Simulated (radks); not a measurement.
Gd XLVII, configuration [Ar].

Method: scalar-relativistic Kohn-Sham, r2SCAN, spin-polarised, spherical densities, finite nucleus; meta-GGA in the generalised Kohn-Sham scheme; Fermi nuclear charge, rms radius 5.1569 fm; computed with a radial shooting solver on a logarithmic mesh with Libxc functionals.

Energy parts (eV):
total: -254587.87
kinetic: 276806.27
electron-nucleus: -561002.93
Hartree: 33632.24
exchange-correlation: -4023.45

Orbitals (lengths in bohr, moments of r in powers of bohr; r(max) is where P^2 peaks; r(90%) holds 90 % of the orbital's charge):
1s: occ. 2; eigenvalue (eV) -53096.57; <r^4> 1.142e-06; r(90%) 0.0396; <1/r> 71.64; r(max) 0.01392
2s: occ. 2; eigenvalue (eV) -11146.34; <r^4> 0.0001722; r(90%) 0.143; <1/r> 16.81; r(max) 0.07863
2p: occ. 6; eigenvalue (eV) -10250.73; <r^4> 0.0001272; r(90%) 0.132; <1/r> 15.65; r(max) 0.06363
3s: occ. 2; eigenvalue (eV) -4271.379; <r^4> 0.004981; r(90%) 0.329; <1/r> 6.684; r(max) 0.2136
3p: occ. 6; eigenvalue (eV) -3993.915; <r^4> 0.004842; r(90%) 0.328; <1/r> 6.327; r(max) 0.2074

The highest occupied level is 3p at -3993.9 eV. The electron density at the nucleus is 6.581e+05 e/bohr^3 (large components only). The density falls to 0.001 e/bohr^3 at r = 0.68 bohr. Summed over all electrons, <r^2> = 0.5257 bohr^2, which gives a Langevin (diamagnetic) susceptibility term of -0.416 x 10^-6 cm^3/mol.
